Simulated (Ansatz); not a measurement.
Ansatz (a first-principles code) input:
A basis named .json is the Basis Set Exchange file of that set.

Ansatz 0.2 input:
```yaml
crystal:
  periodic: [false, false, false]
  atoms:
    - {symbol: C, position_ang: [1.70161440, -0.25838259, 0.02280429]}
    - {symbol: C, position_ang: [0.66537847, 0.51635584, 0.01308827]}
    - {symbol: Cl, position_ang: [-0.99344440, -0.10901309, -0.01506937]}
    - {symbol: H, position_ang: [1.99597846, -1.29178882, 0.02006940]}
    - {symbol: H, position_ang: [0.69061921, 1.59717185, 0.02075454]}
basis:
  gaussian:
    orbitals: cc-pV_D+d_Z.json
magnetization: {spin_polarized: true, initial_magnetization: 1}
correlation: {method: ccsd_t, electrons: outside_noble_gas}
```

Problem. Predict the final energy.

Solution. -536.73917 Eh (CCSD(T)/cc-pV(D+d)Z). The basis has 61 functions.

It need not be the lowest isomer of its formula.

The determinant is spin-contaminated: <S^2> is 0.95 against 0.75 for a pure state.
